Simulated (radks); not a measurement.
Hg III, configuration [Xe] 4f14 5d10.

Method: Dirac Kohn-Sham, PBE, spin-unpolarised, spherical densities, finite nucleus; Fermi nuclear charge, rms radius 5.4648 fm; computed with a radial shooting solver on a logarithmic mesh with Libxc functionals.

Energy parts (hartree):
total: -19656.2698
kinetic: 22659.7127
electron-nucleus: -49521.8356
Hartree: 7579.0061
exchange-correlation: -373.1530

Orbitals (lengths in bohr, moments of r in powers of bohr; r(max) is where P^2 peaks):
orbital  occ.  eigenvalue (hartree)   r(max)       <r^4>  small-component weight
1s1/2       2             -3050.757  0.01022   3.998e-07                9.25e-02
2s1/2       2             -540.8611  0.05937  0.00005791                2.12e-02
2p1/2       2             -519.1221  0.04362  0.00003430                2.14e-02
2p3/2       4             -447.5497  0.05111  0.00005385                1.89e-02
3s1/2       2             -128.8712   0.1670    0.002101                7.11e-03
3p1/2       2             -119.0403   0.1558    0.001827                7.06e-03
3p3/2       4             -103.1874   0.1710    0.002547                6.36e-03
3d3/2       4             -86.85004   0.1330    0.001683                6.24e-03
3d5/2       6             -83.45300   0.1372    0.001859                6.05e-03
4s1/2       2             -28.88093   0.3763     0.04682                2.42e-03
4p1/2       2             -24.65839   0.3742     0.04977                2.33e-03
4p3/2       4             -20.83068   0.4053     0.06863                2.06e-03
4d3/2       4             -13.91502   0.3976     0.08118                1.86e-03
4d5/2       6             -13.20129   0.4071     0.08945                1.79e-03
4f5/2       6              -4.30340   0.3644      0.1555                1.42e-03
4f7/2       8              -4.14933   0.3689      0.1647                1.39e-03
5s1/2       2              -5.03410   0.8290       1.214                6.21e-04
5p1/2       2              -3.64167   0.8738       1.711                5.35e-04
5p3/2       4              -2.97167   0.9531       2.520                4.50e-04
5d3/2       4              -1.10043    1.141       9.572                2.61e-04
5d5/2       6              -1.02980    1.177       11.21                2.43e-04

The highest occupied level is 5d5/2 at -28.022 eV. The electron density at the nucleus is 2.324e+06 e/bohr^3.
